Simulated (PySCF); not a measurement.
Zr(O)2 cation (O₂Zr), SMILES [O]=[Zr]=[O] (connectivity only; charge and spin as stated), charge +1, multiplicity 2. Atoms are numbered in the order given.

```xyz
3

Zr     0.0000     0.0000     0.3476
O      0.0000     1.2908    -0.8690
O      0.0000    -1.2908    -0.8690
```
Charge +1, spin multiplicity 2.

Geometry optimised at PBE0-D3(BJ)/def2-TZVP. A frequency run showed that this geometry is not a minimum. The multiplicity is an assumed one; other spin states were not compared. The isomer is the one that the SMILES or the coordinates give; other isomers of the formula were not compared. The def2 effective core potentials stand for the cores of Zr; spin–orbit coupling is left out.

These are ωB97X/def2-TZVPD in PySCF values and carry that method's errors.

Mulliken values depend strongly on the basis, most of all with diffuse functions as here. ESP charges are fitted to the potential on shells at 1.4 to 2.0 van der Waals radii. Atomic charges (e):

```
atom  Mulliken  ESP fit  Mulliken spin
----  --------  -------  -------------
Zr1       1.86      ___          -0.31
O2       -0.43      ___           0.65
O3       -0.43      ___           0.65
```

### Question
Complete the blanks. (An estimate is asked for; the answer gives what the named calculation found.)

### Answer

- Zr1, ESP fit: 1.92
- O2, ESP fit: -0.46
- O3, ESP fit: -0.46
